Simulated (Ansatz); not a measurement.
System: sum formula BN2H4Br (charge 0, singlet). SMILES: NB(N)Br
Coordinates optimised at B3LYP-D3(BJ)/def2-TZVP (Ansatz, a quantum-chemistry and plane-wave program):
```
B
N 1 1.4034
H 2 1.0035 1 122.24
H 2 1.0056 3 114.36 1 180.00
N 1 1.4034 2 125.10 3 -180.00
H 5 1.0035 1 122.24 2 180.00
H 5 1.0056 6 114.36 1 180.00
Br 1 1.9699 2 117.45 3 0.00
```
Charge 0, spin multiplicity 1.

Property: atomisation energy (electronic, to ground-state atoms), in eV. Cores are frozen in the correlated levels unless marked. UHF or UKS for open shells. No spin-orbit coupling. The frozen core is the preceding noble-gas configuration, with the filled d and f shells of earlier blocks. No relativistic terms. The coupled-cluster limit lacks core correlation, which all-electron functionals hold. CBS marks a two-point X^-3 extrapolation of the correlation energy; Hartree-Fock from the larger set.

```csv
level,program,atomisation energy (eV)
HF/STO-3G,Ansatz,24.02
HF/aug-cc-pVTZ,Ansatz,21.49
```

### Question
Predict the CCSD(T)/CBS(aug-cc-pVTZ,aug-cc-pVQZ) result (Ansatz).

### Answer
30.48 eV
